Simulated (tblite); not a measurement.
C5H12OSi3.
Numbering: `[O:1]=[C:2]1[CH2:3][C@H:4](/[C:5]([SiH3:6])=[CH:7]\[SiH3:8])[SiH2:9]1` (hydrogens: H10, H11 on C3; H12 on C4; H13, H14, H15 on Si6; H16 on C7; H17, H18, H19 on Si8; H20, H21 on Si9)

A start from a force field or distance geometry was refined with GFN2-xTB geometry optimisation, gas phase (tblite 0.8.0). Values at the start:

```
coordinate    start
     O1=C2  1.222 Å
     C2–C3  1.533 Å
    C2–Si9  1.818 Å
     C3–C4  1.571 Å
    C3–H11  1.099 Å
     C4–C5  1.505 Å
    C4–Si9  1.933 Å
    C4–H12  1.109 Å
    C5–Si6  1.888 Å
     C5=C7  1.357 Å
   Si6–H13  1.479 Å
    C7–Si8  1.833 Å
    C7–H16  1.092 Å
   Si8–H17  1.484 Å
   Si9–H20  1.496 Å
   Si9–H21  1.483 Å
  O1–C2–C3   139.4°
 O1–C2–Si9   126.0°
  C2–C3–C4    95.0°
 C3–C2–Si9    94.7°
 C3–C4–Si9    89.1°
 C4–C5–Si6   121.1°
 C5–C4–Si9   124.1°
 C5–C7–Si8   131.7°
```

Problem. How do these coordinates change at the GFN2-xTB level?

Solution. 
| coordinate | GFN2-xTB (Å or °) | change |
| --- | --- | --- |
| C2–Si9 | 1.938 | +0.120 |
| C7–Si8 | 1.878 | +0.045 |
| Si9–H20 | 1.458 | -0.038 |
| C3–C4 | 1.545 | -0.026 |
| Si9–H21 | 1.461 | -0.022 |
| O1=C2 | 1.202 | -0.020 |
| C5=C7 | 1.340 | -0.017 |
| C4–H12 | 1.093 | -0.016 |
| C2–C3 | 1.517 | -0.016 |
| C4–C5 | 1.489 | -0.016 |
| Si8–H17 | 1.470 | -0.014 |
| Si6–H13 | 1.467 | -0.012 |
| C3–H11 | 1.090 | -0.009 |
| C5–Si6 | 1.896 | +0.008 |
| C7–H16 | 1.084 | -0.008 |
| C4–Si9 | 1.941 | +0.008 |
| O1–C2–Si9 | 137.6 | +11.6 |
| O1–C2–C3 | 129.0 | -10.4 |
| C5–C4–Si9 | 114.4 | -9.7 |
| C5–C7–Si8 | 127.0 | -4.7 |
| C2–C3–C4 | 99.5 | +4.5 |
| C3–C4–Si9 | 92.4 | +3.3 |
| C4–C5–Si6 | 119.3 | -1.8 |
| C3–C2–Si9 | 93.4 | -1.3 |

The energy falls by 64.6 kJ/mol over 234 L-BFGS steps, the largest force on an atom goes from 3.42 to 0.008 eV/Å, and the atoms move by 1.117 Å rms after alignment. The bond that changes most is C2–Si9 (carbonyl carbon to SiH2 silicon), which lengthens by 0.120 Å. Bonds longer at the end by more than 0.005 Å: 4 of 21; shorter: 17. Among the dihedrals that turn most is C7–C5–Si6–H15, from 110° to 22°. Rotational constants go from 1225, 628.4, 469.2 to 1387, 641.4, 504.7 MHz.

Hardware: one thread, Arm Neoverse V1 (aarch64), no GPU, shared host. Cost: 2.7 s wall.

Its GFN2-xTB frequencies are all real (lowest 22 cm⁻¹). The numbers are those of one conformer. 3 starts were optimised and ended at 0.00, 0.03 and 3.67 kcal/mol (GFN2-xTB); the lowest of these is shown.

These are computed values.
